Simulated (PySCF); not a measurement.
CH₇N₃Si₂.
Z-matrix (Å and degrees, PBE0-D3(BJ)/def2-SVP geometry), rows numbered from 1:
```
N 
C   1  1.1614
Si  2  1.8863  1  174.64
N   3  1.7203  2  113.92  1  -109.56
Si  3  2.3450  2  101.52  1    10.58
N   5  1.7272  3  104.95  2    31.53
H   3  1.4888  2  104.16  1   131.56
H   4  1.0139  3  119.41  2    75.17
H   4  1.0142  3  120.74  2   -69.72
H   5  1.5067  3  106.79  2   -93.91
H   5  1.4941  3  111.61  2   149.90
H   6  1.0154  5  119.39  3   -43.29
H   6  1.0135  5  120.96  3   171.09
```

Computed, not measured: PBE0-D3(BJ)/def2-SVP geometry optimisation, gas phase in PySCF.

Take the most abundant isotopes and a rigid rotor. The values belong to one conformer with, in the numbering `[N:1]#[C:2][Si@@H:3]([NH2:4])[SiH2:5][NH2:6]`, C2–Si3–N4–H 75° and -70°, C2–Si3–Si5–N6 32°, Si3–Si5–N6–H -43° and 171°.

Q: What are A, B and C (MHz)?

A: Ia = 203.51, Ib = 273.55, Ic = 439.79 u·Å²; 505379 MHz·u·Å²/I gives A = 2483, B = 1847, C = 1149 MHz.

Q: What kind of rotor is it?

A: An asymmetric top: κ = (2 × 1847 − 2483 − 1149)/(2483 − 1149) = 0.05.

Q: Is it planar, by Δ = Ic − Ia − Ib?

A: Not planar: Δ = Ic − Ia − Ib = -37.28 u·Å². For a rigid frame Δ = −2 Σ m c², so Σ m c² = 18.64 u·Å² lies off the ab plane: 8.61 from hydrogen and 10.03 from heavier atoms. The atom farthest from that plane is 1.92 Å away.

Q: Give the coordinates in the principal-axis frame, origin at the centre of mass.

A: The sense of each axis is arbitrary; atoms in the order of the calculation.
```tsv
atom	mass (u)	a (Å)	b (Å)	c (Å)
N1	14.003	-1.320	-2.355	0.284
C2	12.000	-1.154	-1.249	-0.031
Si3	27.977	-0.729	0.538	-0.458
N4	14.003	-1.677	1.701	0.383
Si5	27.977	1.528	0.645	0.169
N6	14.003	2.144	-0.945	-0.109
H7	1.008	-1.010	0.640	-1.917
H8	1.008	-1.486	1.884	1.362
H9	1.008	-2.663	1.815	0.174
H10	1.008	1.563	1.168	1.581
H11	1.008	2.286	1.623	-0.669
H12	1.008	1.591	-1.749	0.172
H13	1.008	3.136	-1.138	-0.044
```

Q: List the rotational levels J(Ka,Kc) to J = 4 (MHz).

A: Above 0(0,0):
J = 1: 1(0,1) 2997, 1(1,1) 3632, 1(1,0) 4331
J = 2: 2(0,2) 8648, 2(1,2) 8927, 2(1,1) 11022, 2(2,1) 12930, 2(2,0) 13271
J = 3: 3(0,3) 16604, 3(1,3) 16690, 3(1,2) 20759, 3(2,2) 21920, 3(2,1) 23296, 3(3,1) 27024, 3(3,0) 27145
J = 4: 4(0,4) 26798, 4(1,4) 26820, 4(1,3) 33102, 4(2,3) 33624, 4(2,2) 36757, 4(3,2) 39470, 4(3,1) 40172, 4(4,1) 46007, 4(4,0) 46042
The levels of one J sum to (2J + 1)J(J + 1)(A + B + C)/3.

Q: Which lines would a microwave search look for?

A: The dipole components are |μa| = 0.71 D, |μb| = 2.59 D, |μc| = 0.60 D. Intensities carry the squares of the components, which stand as 0.08 : 1.00 : 0.05 (a : b : c). Some of the stronger lines:

```json
{"type": "b", "branch": "Q", "J(Ka,Kc)": "1(1,0) ← 1(0,1)", "MHz": "1334", "lower level (cm⁻¹)": "0.100"}
{"type": "a", "branch": "Q", "J(Ka,Kc)": "3(2,1) ← 3(2,2)", "MHz": "1376", "lower level (cm⁻¹)": "0.731"}
{"type": "b", "branch": "Q", "J(Ka,Kc)": "2(2,0) ← 2(1,1)", "MHz": "2249", "lower level (cm⁻¹)": "0.368"}
{"type": "b", "branch": "Q", "J(Ka,Kc)": "2(1,1) ← 2(0,2)", "MHz": "2374", "lower level (cm⁻¹)": "0.288"}
{"type": "b", "branch": "Q", "J(Ka,Kc)": "3(2,1) ← 3(1,2)", "MHz": "2536", "lower level (cm⁻¹)": "0.692"}
{"type": "b", "branch": "R", "J(Ka,Kc)": "1(1,1) ← 0(0,0)", "MHz": "3632", "lower level (cm⁻¹)": "0.000"}
{"type": "b", "branch": "Q", "J(Ka,Kc)": "3(3,0) ← 3(2,1)", "MHz": "3849", "lower level (cm⁻¹)": "0.777"}
{"type": "b", "branch": "Q", "J(Ka,Kc)": "2(2,1) ← 2(1,2)", "MHz": "4002", "lower level (cm⁻¹)": "0.298"}
{"type": "b", "branch": "Q", "J(Ka,Kc)": "3(1,2) ← 3(0,3)", "MHz": "4156", "lower level (cm⁻¹)": "0.554"}
{"type": "b", "branch": "R", "J(Ka,Kc)": "2(0,2) ← 1(1,1)", "MHz": "5016", "lower level (cm⁻¹)": "0.121"}
{"type": "b", "branch": "Q", "J(Ka,Kc)": "3(3,1) ← 3(2,2)", "MHz": "5105", "lower level (cm⁻¹)": "0.731"}
{"type": "b", "branch": "Q", "J(Ka,Kc)": "3(2,2) ← 3(1,3)", "MHz": "5230", "lower level (cm⁻¹)": "0.557"}
{"type": "a", "branch": "R", "J(Ka,Kc)": "2(1,2) ← 1(1,1)", "MHz": "5295", "lower level (cm⁻¹)": "0.121"}
{"type": "b", "branch": "R", "J(Ka,Kc)": "2(1,2) ← 1(0,1)", "MHz": "5931", "lower level (cm⁻¹)": "0.100"}
{"type": "b", "branch": "R", "J(Ka,Kc)": "3(0,3) ← 2(1,2)", "MHz": "7676", "lower level (cm⁻¹)": "0.298"}
{"type": "b", "branch": "R", "J(Ka,Kc)": "3(1,2) ← 2(2,1)", "MHz": "7830", "lower level (cm⁻¹)": "0.431"}
{"type": "c", "branch": "R", "J(Ka,Kc)": "2(1,1) ← 1(0,1)", "MHz": "8026", "lower level (cm⁻¹)": "0.100"}
{"type": "b", "branch": "R", "J(Ka,Kc)": "3(1,3) ← 2(0,2)", "MHz": "8041", "lower level (cm⁻¹)": "0.288"}
{"type": "b", "branch": "R", "J(Ka,Kc)": "2(2,1) ← 1(1,0)", "MHz": "8599", "lower level (cm⁻¹)": "0.144"}
{"type": "c", "branch": "R", "J(Ka,Kc)": "2(2,0) ← 1(1,0)", "MHz": "8941", "lower level (cm⁻¹)": "0.144"}
{"type": "b", "branch": "R", "J(Ka,Kc)": "2(2,0) ← 1(1,1)", "MHz": "9639", "lower level (cm⁻¹)": "0.121"}
{"type": "b", "branch": "R", "J(Ka,Kc)": "3(2,2) ← 2(1,1)", "MHz": "10897", "lower level (cm⁻¹)": "0.368"}
{"type": "b", "branch": "R", "J(Ka,Kc)": "3(3,1) ← 2(2,0)", "MHz": "13753", "lower level (cm⁻¹)": "0.443"}
{"type": "c", "branch": "R", "J(Ka,Kc)": "3(3,0) ← 2(2,0)", "MHz": "13873", "lower level (cm⁻¹)": "0.443"}
{"type": "b", "branch": "R", "J(Ka,Kc)": "3(3,0) ← 2(2,1)", "MHz": "14215", "lower level (cm⁻¹)": "0.431"}
{"type": "b", "branch": "R", "J(Ka,Kc)": "3(2,1) ← 2(1,2)", "MHz": "14368", "lower level (cm⁻¹)": "0.298"}
```

No PBE0-D3(BJ)/def2-SVP frequencies stand behind this structure, so it isn't proved a minimum. No vibrational averaging or centrifugal distortion is included, and the geometry carries the error of its method. A rigid rotor knows nothing of inversion at nitrogen, which can split or shift real lines. Quadrupole hyperfine structure (14N) is left out.

On Arm Neoverse V1, one thread, no GPU, shared host, this took 2.1 min wall and 0.55 GiB of memory at its peak. These figures are those of the optimisation.
